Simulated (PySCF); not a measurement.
## Correlation energy of F⁺ (fluorine, charge +1)

[He] 2s2 2p4, high-spin 3P determinant. Computed with PySCF 2.14 in pcseg-2 (4s3p2d1f, 30 functions), with the non-relativistic Hamiltonian (point nucleus). Frozen: 1s2; 6 electrons correlated.

MP2 pair energies summed by pair of shells (mhartree):

| pair | energy | share (%) |
| --- | --- | --- |
| 2p-2p | -64.64 | 48.4 |
| 2s-2p | -60.13 | 45.0 |
| 2s-2s | -8.78 | 6.6 |

Total MP2 correlation energy: -133.55 mhartree.

Same-spin part -32.69 and opposite-spin part -100.85 mhartree; SCS-MP2 scales them by 1/3 and 6/5 to -131.92 mhartree.

| level | correlation energy (mhartree) |
| --- | --- |
| CCSD | -149.32 |
| (T) | -1.80 |
| CCSD(T) | -151.12 |

Diagnostics: T1 = 0.0045, D1 = 0.0073, largest double amplitude 0.028.

Cost of the coupled-cluster step: 0.48 s of wall time on 1 thread of Neoverse-N1 (shared host), for 6 correlated electrons.
